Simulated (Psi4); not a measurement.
Input file for Psi4: SAPT0/aug-cc-pVDZ on Ge2H8 (a complex), monomers drawn apart or pushed together.

```
memory 2025 MB

molecule dimer {
0 1
Ge    0.12721440   -0.06567561    0.38920267
H     0.50711535    0.36237339   -1.03629169
H     1.20839491   -0.99935054    0.95173922
H    -1.22211318   -0.79753565    0.36392592
H     0.01642066    1.17908033    1.28262354
--
0 1
Ge   -0.10129211    0.05231943    4.09852994
H     1.37304432    0.23787589    3.71335987
H    -0.75273938   -0.96017573    3.14464118
H    -0.83381153    1.39747837    3.99206207
H    -0.19544042   -0.47184294    5.53951818
units angstrom
symmetry c1
no_reorient
no_com
}

set {
  basis aug-cc-pVDZ
  scf_type df
  freeze_core true
}

energy('sapt0')
```

Program output:

```
[...]
==> Input File <==

--------------------------------------------------------------------------
memory 2025 MB

molecule dimer {
0 1
Ge    0.12721440   -0.06567561    0.38920267
H     0.50711535    0.36237339   -1.03629169
H     1.20839491   -0.99935054    0.95173922
H    -1.22211318   -0.79753565    0.36392592
H     0.01642066    1.17908033    1.28262354
--
0 1
Ge   -0.10129211    0.05231943    4.09852994
H     1.37304432    0.23787589    3.71335987
H    -0.75273938   -0.96017573    3.14464118
H    -0.83381153    1.39747837    3.99206207
H    -0.19544042   -0.47184294    5.53951818
units angstrom
symmetry c1
no_reorient
no_com
}

set {
  basis aug-cc-pVDZ
  scf_type df
  freeze_core true
}

energy('sapt0')
--------------------------------------------------------------------------


   => Loading Basis Set <=

    Name: AUG-CC-PVDZ
    Role: ORBITAL
    Keyword: BASIS
    atoms 1, 6      entry GE         line  2999 file aug-cc-pvdz.gbs
    atoms 2-5, 7-10 entry H          line    40 file aug-cc-pvdz.gbs

   => Loading Basis Set <=

    Name: AUG-CC-PVDZ
    Role: ORBITAL
    Keyword: BASIS
    atoms 1, 6      entry GE         line  2999 file aug-cc-pvdz.gbs
    atoms 2-5, 7-10 entry H          line    40 file aug-cc-pvdz.gbs


  //>>>>>>>>>>>>>>>>>>>>>>>>>>>>>>>>>>>//
  //              Dimer HF             //
  //<<<<<<<<<<<<<<<<<<<<<<<<<<<<<<<<<<<//

   => Libint2 <=

    Primary   basis highest AM E, G, H:  7, 6, 3
    Auxiliary basis highest AM E, G, H:  7, 7, 4
    Onebody   basis highest AM E, G, H:  -, -, -
    Solid Harmonics ordering:            Gaussian


   => Loading Basis Set <=

    Name: AUG-CC-PVDZ
    Role: ORBITAL
    Keyword: BASIS
    atoms 1, 6      entry GE         line  2999 file aug-cc-pvdz.gbs
    atoms 2-5, 7-10 entry H          line    40 file aug-cc-pvdz.gbs


         ---------------------------------------------------------
                                   SCF
               by Justin Turney, Rob Parrish, Andy Simmonett
                          and Daniel G. A. Smith
                              RHF Reference
                        1 Threads,   1931 MiB Core
         ---------------------------------------------------------

  ==> Geometry <==

    Molecular point group: c1
    Full point group: C1

    Geometry (in Angstrom), charge = 0, multiplicity = 1:

       Center              X                  Y                   Z               Mass
    ------------   -----------------  -----------------  -----------------  -----------------
         GE           0.127214400000    -0.065675610000     0.389202670000    73.921177761000
         H            0.507115350000     0.362373390000    -1.036291690000     1.007825032230
         H            1.208394910000    -0.999350540000     0.951739220000     1.007825032230
         H           -1.222113180000    -0.797535650000     0.363925920000     1.007825032230
         H            0.016420660000     1.179080330000     1.282623540000     1.007825032230
         GE          -0.101292110000     0.052319430000     4.098529940000    73.921177761000
         H            1.373044320000     0.237875890000     3.713359870000     1.007825032230
         H           -0.752739380000    -0.960175730000     3.144641180000     1.007825032230
         H           -0.833811530000     1.397478370000     3.992062070000     1.007825032230
         H           -0.195440420000    -0.471842940000     5.539518180000     1.007825032230

  Running in c1 symmetry.

  Rotational constants: A =      1.16241  B =      0.01263  C =      0.01261 [cm^-1]
  Rotational constants: A =  34848.27624  B =    378.65377  C =    378.13417 [MHz]
  Nuclear repulsion =  274.348710075374640

  Charge       = 0
  Multiplicity = 1
  Electrons    = 72
  Nalpha       = 36
  Nbeta        = 36

  ==> Algorithm <==

  SCF Algorithm Type is DF.
  DIIS enabled.
  MOM disabled.
  Fractional occupation disabled.
  Guess Type is SAD.
  Energy threshold   = 1.00e-08
  Density threshold  = 1.00e-08
  Integral threshold = 1.00e-12

  ==> Primary Basis <==

  Basis Set: AUG-CC-PVDZ
    Blend: AUG-CC-PVDZ
    Number of shells: 68
    Number of basis functions: 144
    Number of Cartesian functions: 150
    Spherical Harmonics?: true
    Max angular momentum: 2

   => Loading Basis Set <=

    Name: (AUG-CC-PVDZ AUX)
    Role: JKFIT
    Keyword: DF_BASIS_SCF
    atoms 1, 6      entry GE         line  1047 file aug-cc-pvdz-jkfit.gbs
    atoms 2-5, 7-10 entry H          line    70 file aug-cc-pvdz-jkfit.gbs

  ==> Integral Setup <==

  DFHelper Memory: AOs need 0.105 GiB; user supplied 1.414 GiB.
  SCF_SUBTYPE=INCORE selected. In-core MEM_DF algorithm will be used.
  Using in-core AOs.

  ==> MemDFJK: Density-Fitted J/K Matrices <==

    J tasked:                   Yes
    K tasked:                   Yes
    wK tasked:                   No
    OpenMP threads:               1
    Algorithm:                 Core
    Schwarz Cutoff:           1E-12
    Mask sparsity (%):       0.7234
    Fit
[...]
78
     127A      2.492324   128A      2.753710   129A      2.768438
     130A      2.827666   131A      4.298506   132A      8.896707
     133A      8.901075   134A      8.915021   135A     16.156856
     136A     16.174048   137A     16.241091   138A     16.258444
     139A     16.407194   140A     33.140645   141A    109.444210
     142A    109.450670   143A    109.469355   144A    580.995795

    Final Occupation by Irrep:
              A
    DOCC [    18 ]
    NA   [    18 ]
    NB   [    18 ]

  @DF-RHF Final Energy: -2077.11580974050821

   => Energetics <=

    Nuclear Repulsion Energy =             45.3732361944634306
    One-Electron Energy =               -2986.3467690257130016
    Two-Electron Energy =                 863.8577230907415014
    Total Energy =                      -2077.1158097405077569

Computation Completed


Properties will be evaluated at   0.000000,   0.000000,   0.000000 [a0]

Properties computed using the SCF density matrix


 Multipole Moments:

 ------------------------------------------------------------------------------------
     Multipole            Electronic (a.u.)      Nuclear  (a.u.)        Total (a.u.)
 ------------------------------------------------------------------------------------

 L = 1.  Multiply by 2.5417464519 to convert [e a0] to [Debye]
 Dipole X            :          6.8995796           -6.8980569            0.0015227
 Dipole Y            :         -3.5452608            3.5480692            0.0028084
 Dipole Z            :       -278.8132814          278.8149913            0.0017099
 Magnitude           :                                                    0.0036234

 ------------------------------------------------------------------------------------

  Constructing Basis Sets for SAPT...

   => Loading Basis Set <=

    Name: (AUG-CC-PVDZ AUX)
    Role: RIFIT
    Keyword: DF_BASIS_SAPT
    atoms 1, 6      entry GE         line   760 file aug-cc-pvdz-ri.gbs
    atoms 2-5, 7-10 entry H          line    30 file aug-cc-pvdz-ri.gbs

   => Loading Basis Set <=

    Name: (AUG-CC-PVDZ AUX)
    Role: JKFIT
    Keyword: DF_BASIS_ELST
    atoms 1, 6      entry GE         line  1047 file aug-cc-pvdz-jkfit.gbs
    atoms 2-5, 7-10 entry H          line    70 file aug-cc-pvdz-jkfit.gbs


  //>>>>>>>>>>>>>>>>>>>>>>>>>>>>>>>>>>>//
  //               SAPT0               //
  //<<<<<<<<<<<<<<<<<<<<<<<<<<<<<<<<<<<//



        SAPT0
    Ed Hohenstein
     6 June 2009

      Orbital Information
  --------------------------
    NSO        =       144
    NMO        =       144
    NRI        =       444
    NRI (Elst) =       644
    NOCC A     =        18
    NOCC B     =        18
    FOCC A     =         9
    FOCC B     =         9
    NVIR A     =       126
    NVIR B     =       126

    Elst10,r            =    -0.003436776170 [Eh]
    Exch10              =     0.009687012266 [Eh]
    Exch10 (S^2)        =     0.009622327696 [Eh]

    Maxiter = 50
    CPHF R converge = 1.000000E-08

    Iter     Energy [mEh]          dE [mEh]         Residual      Time [s]
       1      -2.52484778       2.524847781     6.073778e-03             0
       2      -3.04721065       0.522362871     8.713546e-04             0
       3      -3.02896131      -0.018249337     2.323083e-04             0
       4      -3.02935392       0.000392608     6.397503e-05             0
       5      -3.03017557       0.000821648     1.151982e-05             0
       6      -3.03006225      -0.000113319     1.725338e-06             0
       7      -3.03006082      -0.000001436     2.659755e-07             0
       8      -3.03006427       0.000003459     4.932594e-08             0
       9      -3.03006373      -0.000000543     5.328150e-09             0

    CHF Iterations converged

    Maxiter = 50
    CPHF R converge = 1.000000E-08

    Iter     Energy [mEh]          dE [mEh]         Residual      Time [s]
       1      -2.57797528       2.577975283     6.146208e-03             0
       2      -3.11240277       0.534427484     8.820407e-04             0
       3      -3.09367269      -0.018730079     2.339471e-04             1
       4      -3.09411281       0.000440122     6.461721e-05             1
       5      -3.09494491       0.000832104     1.166732e-05             1
       6      -3.09482867      -0.000116244     1.748825e-06             1
       7      -3.09482732      -0.000001352     2.688880e-07             1
       8      -3.09483084       0.000003525     4.990731e-08             1
       9      -3.09483029      -0.000000555     5.390881e-09             1

    CHF Iterations converged

    Ind20,r (A<-B)      =    -0.003030063732 [Eh]
    Ind20,r (B<-A)      =    -0.003094830288 [Eh]
    Ind20,r             =    -0.006124894020 [Eh]
    Exch-Ind20,r (A<-B) =     0.002725117022 [Eh]
    Exch-Ind20,r (B<-A) =     0.002784671842 [Eh]
    Exch-Ind20,r        =     0.005509788863 [Eh]
    Disp20              =    -0.005800406126 [Eh]
    Disp20 (SS)         =    -0.002900203063 [Eh]
    Disp20 (OS)         =    -0.002900203063 [Eh]
    Exch-Disp20         =     0.000682381207 [Eh]
    Exch-Disp20 (SS)    =     0.000440670628 [Eh]
    Exch-Disp20 (OS)    =     0.000241710579 [Eh]

    SAPT Results
  --------------------------------------------------------------------------------------------------------
    Electrostatics                 -3.43677617 [mEh]      -2.15660961 [kcal/mol]      -9.02325459 [kJ/mol]
      Elst10,r                     -3.43677617 [mEh]      -2.15660961 [kcal/mol]      -9.02325459 [kJ/mol]

    Exchange                        9.68701227 [mEh]       6.07869197 [kcal/mol]      25.43324720 [kJ/mol]
      Exch10                        9.68701227 [mEh]       6.07869197 [kcal/mol]      25.43324720 [kJ/mol]
      Exch10(S^2)                   9.62232770 [mEh]       6.03810179 [kcal/mol]      25.26341788 [kJ/mol]

    Induction                      -1.21832499 [mEh]      -0.76451047 [kcal/mol]      -3.19871182 [kJ/mol]
      Ind20,r                      -6.12489402 [mEh]      -3.84342902 [kcal/mol]     -16.08090703 [kJ/mol]
      Exch-Ind20,r                  5.50978886 [mEh]       3.45744471 [kcal/mol]      14.46594867 [kJ/mol]
      delta HF,r (2)               -0.60321983 [mEh]      -0.37852616 [kcal/mol]      -1.58375346 [kJ/mol]

    Dispersion                     -5.11802492 [mEh]      -3.21160912 [kcal/mol]     -13.43737257 [kJ/mol]
      Disp20                       -5.80040613 [mEh]      -3.63980980 [kcal/mol]     -15.22896419 [kJ/mol]
      Exch-Disp20                   0.68238121 [mEh]       0.42820067 [kcal/mol]       1.79159161 [kJ/mol]
      Disp20 (SS)                  -2.90020306 [mEh]      -1.81990490 [kcal/mol]      -7.61448209 [kJ/mol]
      Disp20 (OS)                  -2.90020306 [mEh]      -1.81990490 [kcal/mol]      -7.61448209 [kJ/mol]
      Exch-Disp20 (SS)              0.44067063 [mEh]       0.27652499 [kcal/mol]       1.15698057 [kJ/mol]
      Exch-Disp20 (OS)              0.24171058 [mEh]       0.15167568 [kcal/mol]       0.63461104 [kJ/mol]

  Total HF                          5.03191111 [mEh]       3.15757189 [kcal/mol]      13.21128079 [kJ/mol]
  Total SAPT0                      -0.08611381 [mEh]      -0.05403723 [kcal/mol]      -0.22609179 [kJ/mol]

  Special recipe for scaled SAPT0 (see Manual):
    Electrostatics sSAPT0          -3.43677617 [mEh]      -2.15660961 [kcal/mol]      -9.02325459 [kJ/mol]
    Exchange sSAPT0                 9.68701227 [mEh]       6.07869197 [kcal/mol]      25.43324720 [kJ/mol]
    Induction sSAPT0               -1.10646032 [mEh]      -0.69431433 [kcal/mol]      -2.90501116 [kJ/mol]
    Dispersion sSAPT0              -5.10417060 [mEh]      -3.20291541 [kcal/mol]     -13.40099807 [kJ/mol]
  Total sSAPT0                      0.03960518 [mEh]       0.02485262 [kcal/mol]       0.10398338 [kJ/mol]
  --------------------------------------------------------------------------------------------------------



*** Psi4 exiting successfully. Buy a developer a beer!
```

The run finished.

Cost: roughly 40 core-seconds.
